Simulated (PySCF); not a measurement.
An unknown gives this computed stick spectrum. Computed, not measured: PySCF 2.14.0, density-fitted response routines, TDDFT wB97X-D/def2-SVPD, vertical, gas phase, core orbitals frozen in the response. Geometries: PBE0-D3(BJ)/def2-SVP, one conformer each. Relativistic effects are left out although some hold elements past zinc.

```csv
state,E (eV),f
S1,7.39,0.035
S2,7.84,0.0079
S3,8.25,0.059
S4,8.36,0.0086
S5,8.46,0.067
S6,8.55,0.326
S7,8.64,0.027
S8,8.65,0.065
S9,8.71,0.035
S10,8.79,0.081
```

Orbital energies (eV): HOMO-3 -10.95, HOMO-2 -10.82, HOMO-1 -9.88, HOMO -9.48, LUMO 1.98, LUMO+1 2.54, LUMO+2 2.64.

Question: Which structure fits? All have the formula C4H12GeO.
A. `COC[C@H](C)[GeH3]`
B. `CC[CH2][GeH2][O]C`
C. `C[O][GeH2][CH](C)C`

Answer: A. Its S1, at 7.39 eV, is the highest among the candidates; the nearest of the others has S1 at 6.87 eV. S1 is HOMO→LUMO (60%), HOMO→LUMO+2 (14%), HOMO→LUMO+1 (11%). Löwdin shares by element: HOMO oxygen 50%, carbon 20% or more, hydrogen 7% or more (atoms not listed hold the other 24%); LUMO germanium 40%, hydrogen 15% or more, carbon 6% or more (atoms not listed hold the other 39%). At the same level the other candidates give, for their lowest levels:
- `C[O][GeH2][CH](C)C`: 6.87 eV (f 0.000); 7.46 eV (f 0.046); 7.67 eV (f 0.072); 7.87 eV (f 0.003); 7.88 eV (f 0.008); T1 6.58 eV; HOMO -9.50, LUMO 2.08 eV
- `CC[CH2][GeH2][O]C`: 6.87 eV (f 0.000); 7.65 eV (f 0.049); 7.66 eV (f 0.069); 7.94 eV (f 0.001); 7.99 eV (f 0.002); T1 6.59 eV; HOMO -9.50, LUMO 2.07 eV

Conformer computed: `[CH3:1][O:2][CH2:3][C@H:4]([CH3:5])[GeH3:6]`: C1–O2–C3–C4 180°, O2–C3–C4–C5 70°.
Triplets come from the Tamm–Dancoff approximation.

Without π bonds the low states are Rydberg-like; a valence basis with one diffuse set may place them up to an eV too high.
